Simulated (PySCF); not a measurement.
F₃GeH. Atoms are numbered in the order given.

```xyz
5

Ge     0.0000     0.0000     0.2679
F     -1.3791    -0.7962    -0.3836
F      0.0000     1.5924    -0.3836
F      1.3791    -0.7962    -0.3836
H      0.0000     0.0000     1.7862
```
Charge 0, spin multiplicity 1.

Coordinates come from a TPSSh-D3(BJ)/def2-SVP optimisation.

Level of theory: HF/def2-TZVPD run with PySCF.

Isolated molecule, no solvent.

```yaml
total_energy: -2374.52761 hartree
point_group: C3v
highest_occupied_level: -15.60 eV
lowest_empty_level: 1.80 eV
orbital_gap: 17.40 eV
dipole_moment: 2.74 D
quadrupole, principal values (traceless, Buckingham form, about the centre of nuclear charge): -2.94, -2.94, 5.88 D·Å
mean_static_polarisability: 24.7 bohr³ (3.66 Å³)
polarisability_principal_values: 24.5, 24.5, 25.1 bohr³
```
